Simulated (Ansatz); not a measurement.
This geometry of BrH6NSi2 (10 atoms, charge 0, multiplicity 1) is a first-order saddle point.

These are results of Ansatz 0.2.0, RKS PBE0-D4/def2-SVP, not measurements.

```xyz
10
Properties=species:S:1:pos:R:3
Si 0.009 0.119 -0.782
Br 1.786 1.330 -1.417
N 0.502 -1.534 -0.843
H 1.400 -1.771 -1.247
H -1.103 0.443 -1.734
Si -0.519 0.813 1.393
H -0.179 -2.273 -0.979
H -0.937 2.249 1.403
H 0.682 0.637 2.264
H -1.641 -0.014 1.944
```

(1) Which two structures does it join? (They come from a converged band through this point; their orientation in space is the band's.)

(2) How far does it lie above each of them?

## Answers

(1) No bond is made or broken.  The two ends are copies of one structure, up to a mirror image or an exchange of like atoms.

First end point:

```xyz
10
Properties=species:S:1:pos:R:3
Si 0.033 0.160 -0.822
Br 1.848 1.425 -1.308
N 0.292 -1.538 -0.900
H 0.396 -1.990 -1.803
H -0.974 0.510 -1.862
Si -0.537 0.761 1.365
H 0.872 -1.989 -0.201
H -0.688 2.243 1.464
H 0.568 0.317 2.271
H -1.809 0.102 1.796
```

Last end point:

```xyz
10
Properties=species:S:1:pos:R:3
Si 0.026 0.162 -0.825
Br 1.819 1.444 -1.346
N 0.308 -1.533 -0.886
H 0.911 -1.968 -0.196
H -0.999 0.482 -1.857
Si -0.536 0.762 1.364
H 0.398 -1.997 -1.784
H -0.632 2.247 1.488
H 0.541 0.258 2.273
H -1.836 0.143 1.769
```

(2) 17.9 kJ/mol above the first and 17.9 kJ/mol above the second. This is the barrier of this one path; another mechanism may lie lower.

Time of the run: 2.2 min on 2 threads of Intel(R) Xeon(R) 6975P-C (Granite Rapids) (shared host), peak memory 0.31 GiB.
